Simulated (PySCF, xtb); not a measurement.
Al(All)(F)(OH) (C3H6AlFO), SMILES [CH2]([Al]([OH])[F])C=C.

GFN2-xTB (xtb 6.7.1) at its own geometry gives an orbital gap of 3.62 eV and a dipole moment of 2.29 D.

The structure is a stationary point at PBE0-D3(BJ)/def2-SVP. The structure was generated by enumeration; whether it is a known compound was not checked. One conformer was computed; it need not be the lowest.

Question: What does PySCF with PBE/def2-TZVP give? (Estimate from the structure and the level; the computed values follow.)

Answer: gap 4.45 eV (levels -5.96 and -1.51 eV), dipole 0.92 D.
